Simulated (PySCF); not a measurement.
Al(Cl)(F)(SH) (AlClFHS), SMILES [F][Al]([Cl])[SH]. Geometry: B3LYP-D3(BJ)/def2-SVP. One conformer was computed; it need not be the lowest.

TDA-CAM-B3LYP/def2-SVPD run with PySCF puts the lowest singlet excitations at 5.83, 6.57, 6.70, 7.33, 7.50, 7.69 eV.

**Question.** What are the lowest excitation roots from ADC(2)/aug-cc-pVDZ (PySCF 2.14.0)? (Estimate from the structure and the level; the computed values follow.)

**Answer.** 6.11, 6.84, 7.00, 7.67, 7.82, 7.85 eV. S1 differs by 0.29 eV (second minus first; roots are paired by order, and the bases may differ).
